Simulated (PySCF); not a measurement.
**Radial density of Cu³⁺ (copper, charge +3)**

UHF, [Ar] 3d8, high-spin 3F determinant. Computed with PySCF 2.14 in cc-pVDZ-DK (6s5p3d1f, 43 functions), with scalar relativity by spin-free X2C-1e.

| r (bohr) | 4πr²ρ (e/bohr) | 4πr²(ρα − ρβ) |
| --- | --- | --- |
| 0.000925 | 0.2728 | 0.0000 |
| 0.00156 | 0.6811 | 0.0000 |
| 0.00262 | 1.664 | 0.0000 |
| 0.00440 | 3.921 | 0.0001 |
| 0.00740 | 8.701 | 0.0001 |
| 0.0125 | 17.35 | 0.0003 |
| 0.0209 | 28.79 | 0.0005 |
| 0.0352 | 35.37 | 0.0013 |
| 0.0593 | 30.23 | 0.0056 |
| 0.0997 | 30.36 | 0.0352 |
| 0.168 | 40.31 | 0.2202 |
| 0.282 | 23.58 | 0.9902 |
| 0.474 | 20.04 | 2.2461 |
| 0.798 | 17.84 | 1.9574 |
| 1.34 | 3.947 | 0.5931 |
| 2.26 | 0.2531 | 0.0449 |
| 3.80 | 0.0003861 | -0.0001 |

Densities and radii are taken from the X2C orbitals without a picture-change correction, which distorts them close to the nucleus.
